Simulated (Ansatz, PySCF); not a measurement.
The pair A = CH5GaO (SMILES C[O][GaH2]) (first 8 atoms), B = HF (SMILES F); geometry from B3LYP-D3(BJ)/def2-TZVP.
(charge 0, multiplicity 1):
```xyz
10

C     -0.81962    -0.59601     2.46606
O      0.30629     0.09501     1.93705
Ga     0.60977     0.39947     0.17662
H     -1.49902    -0.92624     1.67508
H     -0.47996    -1.47016     3.02538
H     -1.36446     0.06329     3.14487
H     -0.50087    -0.17495    -0.75501
H      1.92416     1.17866    -0.07774
F      1.92070     0.89780     3.73871
H      1.31768     0.59819     3.05959
```

Frozen-core correlation. Filled d and f shells under p-block atoms count as core. Rows in 6-31G* carry no dispersion term and start afresh at each structure (6-31G* with six Cartesian d functions); the Pople sets are all-electron and without relativity.

The values were computed with Ansatz (an electronic-structure program); PySCF for 6-31G* rows. Values without a source in brackets are computed.

Total energies (hartree), monomers frozen at their geometry in the pair:

| structure | PBE/def2-TZVPPD | B3LYP/6-31G* | CCSD(T)/aug-cc-pVDZ |
|---|---|---|---|
| AB | -2141.2179366 | -2141.3998114 | -2139.6254523 |
| A in the pair's basis | -2040.8029108 | -2040.9617841 | -2039.3439677 |
| B in the pair's basis | -100.3961560 | -100.4224348 | -100.2639203 |
| A | -2040.8027599 | -2040.9604306 | -2039.3421571 |
| B | -100.3960656 | -100.4196784 | -100.2626065 |

Q: Work out the interaction energy without and with the counterpoise correction, and the superposition error, for each level.

A: 
E(AB) − E(A) − E(B), times 627.509 kcal/mol, with the monomers in their own basis and then in the pair's basis:
- PBE/def2-TZVPPD: -11.99 uncorrected, -11.84 corrected; the monomers gain 0.15 kcal/mol from borrowed functions
- B3LYP/6-31G*: -12.36 uncorrected, -9.78 corrected; the monomers gain 2.58 kcal/mol from borrowed functions
- CCSD(T)/aug-cc-pVDZ: -12.98 uncorrected, -11.02 corrected; the monomers gain 1.96 kcal/mol from borrowed functions
